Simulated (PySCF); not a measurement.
TDDFT excited states: PS3Sb3

Compound: PSb3SSS nortricyclane, PS3Sb3.
Structure used (PBE0-D3(BJ)/def2-SVP), in Å, numbered top down from 1:
```xyz
7
PS3Sb3 angstrom
P      0.5759    1.6517   -0.1169
S     -0.5198    1.2504    1.6243
Sb    -1.1809   -1.1141    1.5313
Sb     1.0898   -1.9771    0.0320
S      2.1290    0.2418   -0.1229
Sb    -1.3185   -1.2489   -1.3178
S     -0.6836    1.0940   -1.6985
```

Method: TDDFT wB97X-D/def2-SVPD, vertical, gas phase, core orbitals frozen in the response, def2 core potentials past Kr (PySCF 2.14.0, density-fitted response routines). Spin–orbit coupling is left out.

```tsv
state	E (eV)	ν̃ (cm⁻¹)	f	main configurations (H = HOMO, L = LUMO)
S1	3.22	25990	0.0002	H-1/H→L (97%)
S2	3.23	26010	0.0002	H-1/H→L (97%)
S3	3.87	31250	0.0000	H-3→L (91%)
S4	3.98	32100	0.0000	H-1/H→L+2 (≥48%), H-1/H→L+3 (≥31%)
S5	4.01	32310	0.037	H-2→L (92%)
S6	4.04	32560	0.0001	H-1/H→L+1 (≥54%), H-1/H→L+2 (≥11%)
S7	4.04	32580	0.0001	H-1/H→L+1 (≥53%), H-1/H→L+3 (≥11%)
S8	4.28	34490	0.0004	H-1/H→L+3 (≥48%), H-1/H→L+2 (≥30%)
S9	4.42	35670	0.0000	H-1/H→L+4 (≥46%), H-1/H→L+5 (≥45%)
```

Triplets, Tamm–Dancoff:

| state | E (eV) | λ (nm) | main configurations (H = HOMO, L = LUMO) |
| --- | --- | --- | --- |
| T1 | 2.99 | 414.6 | H-1/H→L (≥96%) |
| T2 | 2.99 | 414.2 | H-1/H→L (≥96%) |
| T3 | 3.32 | 373.8 | H-1/H→L+1 (≥73%) |
| T4 | 3.32 | 373.6 | H-1/H→L+1 (≥73%) |

The lowest singlet level (S1/S2) comes at 385 nm (311 kJ/mol) in the visible; it is dark (f under 0.0005). The strongest level in the table is S5 at 4.01 eV (309 nm, f = 0.037). S1/S2 and S6/S7 lie within about 0.01 eV of each other in each set; the point group C3v has degenerate representations, and within a degenerate level the listed configurations can mix freely. Löwdin shares by element: HOMO (one of a set within 0.03 eV) antimony 74%, sulfur 12% or more; LUMO antimony 57%, sulfur 13% or more (atoms not listed hold the other 30%). Orbital energies (eV): HOMO-3 -8.98, HOMO-2 -8.82, HOMO-1 -8.34, HOMO -8.34, LUMO -0.98, LUMO+1 -0.32, LUMO+2 -0.14. The listed states span 1.20 eV, and the widest gap between neighbours is 0.65 eV (S2 to S3). 2 computed singlets (S1 to S2) lie in the visible range (380 to 750 nm), S2 for one at 384 nm, dark in the vertical dipole picture (f under 0.0005); light of that wavelength is violet, and its complementary colour is yellow-green; a Tamm–Dancoff triplet lies at 415 nm, without intensity as long as spin–orbit coupling is left out. All these states lie below the vertical ionisation energy of 8.83 eV (ΔSCF). Orbitals of the list HOMO-3 to LUMO+2 that lie within 0.01 eV of each other are written together with a slash and their weights summed (≥ marks a lower bound); for degenerate orbitals outside that list single weights are arbitrary. The window holds the lowest 10 singlets. The highest level found (4.51 eV, f 0.027 so far) is left out, since the window may have cut off a degenerate partner.

One conformer stands for the species.
